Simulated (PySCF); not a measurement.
**Ions at one geometry of La(NH2)3**

PySCF 2.14.0, RKS PBE0, La def2-SVP with ECP46, N def2-SVP, H def2-SVP; non-relativistic Hamiltonian with scalar-relativistic core potentials where named; density fitting; no spin-orbit coupling; singlets restricted, open shells unrestricted. The geometry is relaxed for charge 0, singlet, vacuum (a saddle point, kept by symmetry):

```xyz
10

La    0.0000    0.0000    0.0000
N     2.3452    0.0000    0.0000
H     2.9745    0.0000    0.8050
H     2.9745    0.0000   -0.8050
N    -1.1726    2.0310    0.0000
H    -1.4872    2.5760    0.8050
H    -1.4872    2.5760   -0.8050
N    -1.1726   -2.0310    0.0000
H    -1.4872   -2.5760    0.8050
H    -1.4872   -2.5760   -0.8050
```

Energies count from the relaxed state; an electron taken off or put on is at rest in vacuum. Charges and spins are Mulliken's.

```csv
state,energy (eV),spin squared,charge on La1 (e),spin on La1 (e),dipole about the centre of mass (D)
"charge 0, singlet, vacuum",0.00,0.00,1.09,0.00,0.00
"charge +1, doublet, vacuum",7.11,0.78,1.30,-0.18,0.00
```

Question: What does the state charge -1, doublet, vacuum give?

Answer: energy (eV) -0.41, spin squared 0.75, charge on La1 (e) 0.21, spin on La1 (e) 1.02, dipole about the centre of mass (D) 0.00.

With an electron taken off (doublet) the charges change, summed by element, by La +0.21 e, N +0.40 e, H +0.39 e. The vertical ionisation energy is 7.11 eV, against −ε(HOMO) = 5.32 eV of the relaxed state. The level lies 1.8 eV too high, as is usual for semilocal functionals and global hybrids, which keep a self-interaction error.

With an electron put on (doublet) the charges change, summed by element, by La -0.88 e, N +0.06 e, H -0.19 e. The vertical electron affinity is 0.41 eV, against −ε(LUMO) = 1.67 eV of the relaxed state. The basis has no diffuse functions, which an added electron needs. The added electron's level lies above zero.

Open shells may have lower solutions than those found.
